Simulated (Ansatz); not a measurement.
GeH3(NHiPr) (C3H11GeN). The state is a singlet with charge 0. Geometry PBE-D4/def2-SVP, basis def2-TZVP, Ansatz.

| run | HOMO (eV) | LUMO (eV) |
| --- | --- | --- |
| A | -6.35 | 0.32 |
| B | -6.57 | 0.60 |
| C | -5.49 | 0.22 |
| D | -5.22 | -0.22 |

B3LYP takes the VWN-RPA correlation. Another isomer (singlet) lies 1.26 eV lower at PBE0-D4/def2-TZVP; other spin states weren't run for this one.

Task: The runs used B3LYP, PBE, PBE0, r2SCAN. Estimate which is which.

Result: A B3LYP (20 % exact exchange); B PBE0 (25 % exact exchange); C r2SCAN (0 % exact exchange); D PBE (0 % exact exchange). Exact exchange lowers occupied and raises empty levels; among semilocal functionals meta-GGAs tend to open the gap a little, and such runs are hard to tell apart. The gap grows from 5.00 eV (PBE) to 7.17 eV (PBE0).
